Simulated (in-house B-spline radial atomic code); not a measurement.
## Cd IV (Cd3+): [Ar] 3d10 4s1 4p6 4d10 (with a hole in an inner shell)

Level of theory: Dirac-Hartree-Fock, average of configuration, Fermi nucleus of rms radius 4.6087 fm; calculated with a B-spline radial code for spherical atoms.

Z_r = [3n² - l(l+1)]/(2<r>); Z_e = n√(-2ε); the last column is Slater's effective charge. Values are occupation-weighted means over j. An effective charge above Z reflects the relativistic contraction of the inner shells.

```json
{"shell": "1s", "electrons": "2", "ε (eV)": "-26909", "<r> (bohr)": "0.03039", "Z_r": "49.36", "Z_e": "44.47", "Slater": "47.70"}
{"shell": "2s", "electrons": "2", "ε (eV)": "-4116.4", "<r> (bohr)": "0.1311", "Z_r": "45.78", "Z_e": "34.79", "Slater": "43.85"}
{"shell": "2p", "electrons": "6", "ε (eV)": "-3694.6", "<r> (bohr)": "0.1147", "Z_r": "43.58", "Z_e": "32.96", "Slater": "43.85"}
{"shell": "3s", "electrons": "2", "ε (eV)": "-837.08", "<r> (bohr)": "0.3565", "Z_r": "37.87", "Z_e": "23.53", "Slater": "36.75"}
{"shell": "3p", "electrons": "6", "ε (eV)": "-695.2", "<r> (bohr)": "0.355", "Z_r": "35.21", "Z_e": "21.44", "Slater": "36.75"}
{"shell": "3d", "electrons": "10", "ε (eV)": "-471.27", "<r> (bohr)": "0.3333", "Z_r": "31.50", "Z_e": "17.66", "Slater": "26.85"}
{"shell": "4s", "electrons": "1", "ε (eV)": "-167.96", "<r> (bohr)": "0.8777", "Z_r": "27.35", "Z_e": "14.05", "Slater": "20.60"}
{"shell": "4p", "electrons": "6", "ε (eV)": "-120.39", "<r> (bohr)": "0.9546", "Z_r": "24.09", "Z_e": "11.90", "Slater": "20.60"}
{"shell": "4d", "electrons": "10", "ε (eV)": "-55.209", "<r> (bohr)": "1.178", "Z_r": "17.83", "Z_e": "8.06", "Slater": "9.85"}
```

The least bound orbital is 4d5/2 at -54.86 eV, and it is also the most diffuse (<r> = 1.184 bohr). The part-filled 4s shell lies below the filled 4d shell in orbital energy.

Spin-orbit splittings of the orbital energies (j = l + 1/2 above j = l - 1/2 when positive): 2p 193.4 eV, 3p 35.64 eV, 3d 7.147 eV, 4p 6.229 eV, 4d 0.8653 eV.

For the 1s electron the small component carries 3.1 % of the norm, the zero-frequency Breit interaction raises the level by 59.34 eV, self-energy by 33.35 eV, and vacuum polarisation lowers it by 4.252 eV.
